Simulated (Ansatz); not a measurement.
B$_{2}$FH$_{5}$Si (`B[SiH](B)F`). Charge 0, multiplicity 1. The structure was optimised at the PBE0-D4/def2-TZVP level.

```xyz
9

B    -1.540   -0.609   -0.294
Si    0.444   -0.400   -0.431
B     1.033    1.030    0.838
F     1.242   -1.787   -0.235
H    -2.073   -1.623    0.046
H    -2.228    0.337   -0.546
H     0.746    0.082   -1.815
H     1.787    0.836    1.744
H     0.590    2.132    0.694
```

Task: What is the dipole moment at r2SCAN/def2-TZVPP? (Estimate.)

Result: Ansatz gave: 1.33 D, with components (-0.73, 1.10, 0.07) D in this frame, pointing from negative to positive charge.

Task: And with PBE, B3LYP, ωB97M-V? (An estimate is asked.)

Result: Ansatz gave: PBE 1.27 D, B3LYP 1.38 D, ωB97M-V 1.37 D.

Task: Give the Mulliken charges with r2SCAN, ωB97M-V, PBE in def2-TZVPP. (An estimate is asked.)

Result: Computed: 
| atom | r2SCAN | ωB97M-V | PBE |
| --- | --- | --- | --- |
| B1 | -0.11 | -0.22 | -0.11 |
| Si2 | 0.54 | 0.43 | 0.42 |
| B3 | -0.11 | -0.22 | -0.11 |
| F4 | -0.34 | -0.33 | -0.30 |
| H5 | 0.03 | 0.10 | 0.05 |
| H6 | 0.02 | 0.10 | 0.04 |
| H7 | -0.09 | -0.05 | -0.08 |
| H8 | 0.03 | 0.10 | 0.05 |
| H9 | 0.02 | 0.10 | 0.04 |

B3LYP here is the variant with VWN-RPA as its local correlation; programs differ in this.
